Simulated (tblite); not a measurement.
Start geometry of `ClC(Cl)([SiH2][Si@@H](P)[SiH3])Cl` from a force field or distance geometry (Å):
```
atom  x, y, z in Å
Si1    1.2940   -2.0309    0.1473
Si2    1.0071    0.1128   -0.4822
P3     1.8873    1.3506    1.1011
Si4   -1.0594    0.6110   -1.0337
C5    -2.3218    0.3410    0.2975
Cl6   -3.6814   -0.5887   -0.4165
Cl7   -1.7361   -0.5018    1.7162
Cl8   -3.0191    1.8918    0.8317
H9     0.0001   -2.7007    0.3836
H10    2.0557   -2.7523   -0.8803
H11    2.0390   -2.0249    1.4188
H12    1.8341    0.2730   -1.6887
H13    1.0695    2.4838    1.4946
H14    3.2210    1.7949    0.7230
H15   -1.4433   -0.2505   -2.1649
H16   -1.1542    1.9999   -1.4590
```

**Question.** What comes out of this run: GFN2-xTB geometry optimisation, gas phase (tblite 0.8.0)?

**Answer.** 
```
atom  x, y, z in Å
Si1    1.5696   -2.0773    0.0972
Si2    0.9787    0.1181   -0.4752
P3     1.2247    1.3940    1.3739
Si4   -1.1967    0.4388   -1.2648
C5    -2.2520    0.5701    0.3685
Cl6   -3.9902    0.5400    0.0406
Cl7   -1.8500   -0.8039    1.4278
Cl8   -1.8584    2.0703    1.2341
H9     0.4791   -2.9956   -0.2305
H10    2.7492   -2.5154   -0.6540
H11    1.8861   -2.2245    1.5187
H12    1.8554    0.6496   -1.5459
H13    1.2107    2.6022    0.7006
H14    2.6086    1.3323    1.3306
H15   -1.7911   -0.7203   -1.9325
H16   -1.6315    1.6305   -2.0005
```

The energy falls by 1.197 eV over 193 L-BFGS steps, the largest force on an atom goes from 2.18 to 0.008 eV/Å, and the atoms move by 0.718 Å rms after alignment. The bond that changes most is Si2–Si4 (SiH silicon to SiH2 silicon), which lengthens by 0.140 Å. Bonds longer at the end by more than 0.005 Å: 7 of 15; shorter: 7. Among the angles that change most is Si2–P3–H13, from 114.2° to 95.4°. Among the dihedrals that turn most is H12–Si2–P3–H13, from 112° to 43°. Rotational constants go from 918.8, 420.6, 368.6 to 920.9, 449.0, 391.8 MHz. The orientation of the end geometry is arbitrary; only internal coordinates are fixed.

The run took 3.1 s of wall time on one thread, Arm Neoverse V1 (aarch64), no GPU, on a shared host.

Its GFN2-xTB frequencies are all real (lowest 18 cm⁻¹). One conformer, not necessarily the lowest. 3 starts were optimised and ended at 0.00, 0.01 and 0.48 kcal/mol (GFN2-xTB); the lowest of these is shown.

All values are computed, not measured.
